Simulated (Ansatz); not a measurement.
Molecule: CBr$_{3}$ (charge 0, doublet). It need not be the lowest isomer of its formula. 
Structure (B3LYP-D3(BJ)/def2-TZVP (Ansatz, a program for electronic structure) minimum search):
SMILES: Br[C](Br)Br
```xyz
4

C      0.2839    -0.0644    -0.0203
Br     0.3475     1.7598    -0.4795
Br    -0.0002    -0.4914     1.7906
Br    -0.3960    -1.2574    -1.3076
```
Charge 0, spin multiplicity 2.

Basis-set convergence of Hartree-Fock and CCSD(T) correlation energies (hartree) with Ansatz. Correlated levels leave the core frozen unless marked. UHF or UKS for open shells. No spin-orbit coupling. Frozen are the shells of the preceding noble gas and the d and f shells that filled before the atom's block. Non-relativistic.

```json
[
 {"basis": "aug-cc-pVDZ", "functions": "131", "E(HF)": "-7754.97022", "E(corr, CCSD(T))": "-0.54591"},
 {"basis": "aug-cc-pVTZ", "functions": "223", "E(HF)": "(withheld)", "E(corr, CCSD(T))": "(withheld)"}
]
```

Problem. Fill in the missing entries.

Solution. 
- aug-cc-pVTZ, E(HF): -7755.20489
- aug-cc-pVTZ, E(corr, CCSD(T)): -0.71224
